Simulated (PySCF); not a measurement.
C₂H₇Sb. Atoms are numbered in the order given.

```xyz
10

Sb    -0.0372     0.3970     0.0000
H      1.6714     0.6071     0.0000
C      0.0127    -1.0758    -1.5984
H      0.7675    -1.8468    -1.3928
H     -0.9775    -1.5462    -1.6804
H      0.2459    -0.5801    -2.5513
C      0.0127    -1.0758     1.5984
H      0.7675    -1.8468     1.3928
H      0.2459    -0.5801     2.5513
H     -0.9775    -1.5462     1.6804
```
Charge 0, spin multiplicity 1.

The structure is a stationary point at PBE0-D3(BJ)/def2-SVP. The def2 effective core potentials stand for the cores of Sb; spin–orbit coupling is left out.

Computed with PySCF with IEF-PCM-B3LYP/def2-SVP.

The values are the electrostatic part of the solvation free energy, E(continuum) − E(gas) at the gas-phase geometry, in a cavity of scaled van der Waals radii (PySCF's table); cavitation and dispersion terms are not included. A continuum can't describe solvent molecules that bind to the metal. In vacuum the orbital gap is 6.56 eV. The dipole moment in vacuum is 0.67 D.

```json
[
 {"solvent": "water", "ε": "78.36", "ΔG(elec) (kcal/mol)": "-1.1", "dipole (D)": "0.95", "gap (eV)": "6.63"},
 {"solvent": "ethylethanoate", "ε": "5.99", "ΔG(elec) (kcal/mol)": "-0.8", "dipole (D)": "0.88", "gap (eV)": "6.62"},
 {"solvent": "ethanol", "ε": "24.85", "ΔG(elec) (kcal/mol)": "-1.1", "dipole (D)": "0.94", "gap (eV)": "6.63"}
]
```
